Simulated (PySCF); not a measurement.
# Correlation energy of N+ (nitrogen, charge +1)

[He] 2s2 2p2, high-spin 3P determinant. All numbers are calculated (PySCF 2.14, scalar relativity by spin-free X2C-1e, in dyall-av3z). Frozen: 1s2; 4 electrons correlated; the 14 highest virtual orbitals of each spin left out.

```csv
level,correlation energy (mhartree)
CCSD,-95.34
(T),-1.69
CCSD(T),-97.03
```

Diagnostics: T1 = 0.0066, D1 = 0.0131, largest double amplitude 0.118.

Cost of the coupled-cluster step: of the order of 2.8 core-seconds, for 4 correlated electrons.

Iterations:

```
CC2 = 0
CCSD nocc = (np.int64(3), np.int64(1)), nmo = (56, 56)
frozen orbitals [[0, 57, 58, 59, 60, 61, 62, 63, 64, 65, 66, 67, 68, 69, 70], [0, 57, 58, 59, 60, 61, 62, 63, 64, 65, 66, 67, 68, 69, 70]]
max_cycle = 100
direct = 0
conv_tol = 1e-08
conv_tol_normt = 1e-06
diis_space = 8
diis_start_cycle = 0
Init t2, MP2 energy = -0.0747232141204117
Init E_corr(UCCSD) = -0.0747232141291473
cycle = 1  E_corr(UCCSD) = -0.0882935902016141  dE = -0.0135703761  norm(t1,t2) = 0.0399089
cycle = 2  E_corr(UCCSD) = -0.0923095762887464  dE = -0.00401598609  norm(t1,t2) = 0.0178594
cycle = 3  E_corr(UCCSD) = -0.0953944352070853  dE = -0.00308485892  norm(t1,t2) = 0.00894469
cycle = 4  E_corr(UCCSD) = -0.095327179504902  dE = 6.72557022e-05  norm(t1,t2) = 0.00101822
cycle = 5  E_corr(UCCSD) = -0.0953442314591631  dE = -1.70519543e-05  norm(t1,t2) = 0.000159196
cycle = 6  E_corr(UCCSD) = -0.0953401443626817  dE = 4.08709648e-06  norm(t1,t2) = 2.30341e-05
cycle = 7  E_corr(UCCSD) = -0.0953415733334719  dE = -1.42897079e-06  norm(t1,t2) = 5.25409e-06
cycle = 8  E_corr(UCCSD) = -0.0953413435088964  dE = 2.29824575e-07  norm(t1,t2) = 1.38267e-06
cycle = 9  E_corr(UCCSD) = -0.0953413352350546  dE = 8.27384181e-09  norm(t1,t2) = 3.25481e-07
UCCSD converged
E(UCCSD) = -54.01869561000596  E_corr = -0.0953413352350546
UCCSD(T) correction = -0.00168637092604194
```
